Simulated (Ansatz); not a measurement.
Consider the ligand exchange at a B–O bond: `O[BH][GeH3]` + NH₃ → `N[BH][GeH3]` + H₂O.

Gas-phase electronic energies from Ansatz, PBE0-D4/def2-TZVP geometries. CCSD(T)/CBS adds triple-zeta CCSD(T) − MP2 to the extrapolated MP2 energy (def2 sets, frozen cores). This one scheme is used for every species. DFT in def2-TZVPP. For Ge outer-core shells are correlated without core-valence functions, which leaves a few kJ/mol of doubt a bond. Scalar relativity is left out up to krypton. Each species was taken in one conformer, which may not be the lowest.

```csv
level,ΔE (kJ/mol)
revPBE-D4,-11.2
B97M-V,-3.3
r2SCAN0-D4,-9.6
r2SCANh,-8.3
MP2/def2-SVP,-4.3
CCSD/def2-SVP,-2.8
CCSD(T)/def2-SVP,-3.1
HF/def2-QZVPP,0.1
```

What does CCSD(T)/CBS give? (Best estimate.)

Ansatz gave: -11.2 kJ/mol. The listed levels differ from it by 0.0, 7.9, 1.6, 2.9, 6.9, 8.4, 8.1, 11.3 kJ/mol.

Largest T1 diagnostic among the species: 0.013.

In def2-TZVPP, CCSD(T) changes the Hartree–Fock value by −8.6 kJ/mol (the triples alone add −0.9 kJ/mol) and MP2 by −10.8 kJ/mol. At CCSD(T), def2-SVP lies +8.1 kJ/mol from the extrapolated value and def2-TZVPP +2.6 kJ/mol. Leaving LDA and LC-ωPBE aside and taking each functional with its dispersion term where it has one, the values spread over 8.2 kJ/mol, from PBE0-D4 to B97M-V. LDA lies −5.2 kJ/mol from PBE without D4.
